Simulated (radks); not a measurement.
Ti+, 21 electrons, occupied as [Ar] 3d3 (not the ground configuration). Method: Dirac Kohn-Sham, PBE, spin-unpolarised, spherical densities, finite nucleus; open shells are shared between the two j in proportion to 2j + 1; Fermi nuclear charge, rms radius 3.5921 fm; computed with a radial shooting solver on a logarithmic mesh with Libxc functionals. Some entries of the table are withheld. Estimate them.

orbital,occ.,eigenvalue (eV),r(max) (bohr)
1s1/2,2,-4871.148,0.04555
2s1/2,2,-539.0744,0.2689
2p1/2,2,-450.3344,(1)
2p3/2,4,-444.5567,(2)
3s1/2,2,-65.5025,0.8723
3p1/2,2,-42.3593,0.9027
3p3/2,4,-41.7196,0.9093
3d3/2,1.2,(3),(4)
3d5/2,1.8,(5),(6)

Answer. 
(1) 2p1/2 r(max) (bohr): 0.2180
(2) 2p3/2 r(max) (bohr): 0.2202
(3) 3d3/2 eigenvalue (eV): -8.0495
(4) 3d3/2 r(max) (bohr): 1.017
(5) 3d5/2 eigenvalue (eV): -8.0090
(6) 3d5/2 r(max) (bohr): 1.020
